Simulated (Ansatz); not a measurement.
Molecule: methoxysilane, CH6OSi, charge 0, multiplicity 1. SMILES: CO[SiH3]
Structure (B3LYP-D3(BJ)/def2-TZVP (Ansatz, a program for electronic structure) minimum search):
```
O
C 1 1.4184
H 2 1.0897 1 108.09
H 2 1.0949 3 108.68 1 120.91
H 2 1.0949 3 108.68 4 118.17
Si 1 1.6455 2 123.36 3 180.00
H 6 1.4759 1 106.49 2 -180.00
H 6 1.4858 7 110.32 1 -120.46
H 6 1.4858 7 110.32 8 -119.08
```
Charge 0, spin multiplicity 1.

Parts of the frozen-core correlation energy in 6-31G* (Ansatz, hartree). Frozen orbitals: 7; correlated occupied orbitals by spin: 10 and 10; virtual: 44 and 44. Spin-orbit coupling is left out. Non-relativistic.

```tsv
term	value
reference (HF)	-405.15434
MP2 opposite-spin	-0.29683
MP2 same-spin	___
CCSD correlation	___
(T)	___
T1 diagnostic	0.011
largest doubles amplitude	0.023
```

Question: What belongs in the gaps?

Answer: 
- MP2 same-spin, value: -0.08978
- CCSD correlation, value: -0.42239
- (T), value: -0.00968
